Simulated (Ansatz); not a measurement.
Several settings on one geometry of the cluster Li6H5⁺ (that of the charge 1 singlet, r2SCAN-D4/def2-TZVP). Ansatz on 4 threads of Arm Neoverse V2 on a shared host; times are rough.

```
atom    x (Å)    y (Å)    z (Å)
 Li1  -0.6818   0.1578  -0.8769
 Li2   1.0887  -0.3907   1.1424
 Li3   1.5128  -0.1953  -2.0657
 Li4   0.2766   2.0171   0.6994
 Li5  -1.3387   0.3008   1.6575
 Li6  -0.5355  -2.3606  -0.8528
  H7  -1.3469   1.3753   0.1913
  H8   1.2091   0.6269  -0.4876
  H9   0.3322   0.8552   2.0822
 H10   0.0196  -1.1616  -2.0408
 H11  -0.5362  -1.2249   0.5511
```

Totals from different functionals, basis sets or treatments of relativity can't be compared as stabilities.

(1) Give the basis size and estimate the energy, ⟨S²⟩ and time of these runs.

```json
{"run": "1", "method": "RKS B97M-V/STO-3G", "charge": "1", "state": "singlet", "further keys": "scf: {omitted_lower_state_checks: [starts]}; forces asked"}
{"run": "2", "method": "RKS revPBE-D3(BJ)-ATM/STO-3G", "charge": "1", "state": "singlet", "further keys": "pseudopotentials: {relativity: none}; scf: {omitted_lower_state_checks: [starts]}; forces asked"}
{"run": "3", "method": "UKS r2SCAN0/def2-TZVP", "charge": "1", "state": "singlet", "further keys": "scf: {omitted_lower_state_checks: [starts]}; forces asked"}
```

Results:

(1) 
```json
{"run": "1", "functions": "35", "energy (Eh)": "-47.4956", "⟨S²⟩": "–", "wall time": "3 s"}
{"run": "2", "functions": "35", "energy (Eh)": "-47.3444", "⟨S²⟩": "–", "wall time": "0.6 s"}
{"run": "3", "functions": "114", "energy (Eh)": "-47.9995", "⟨S²⟩": "0.00", "wall time": "2.4 s"}
```
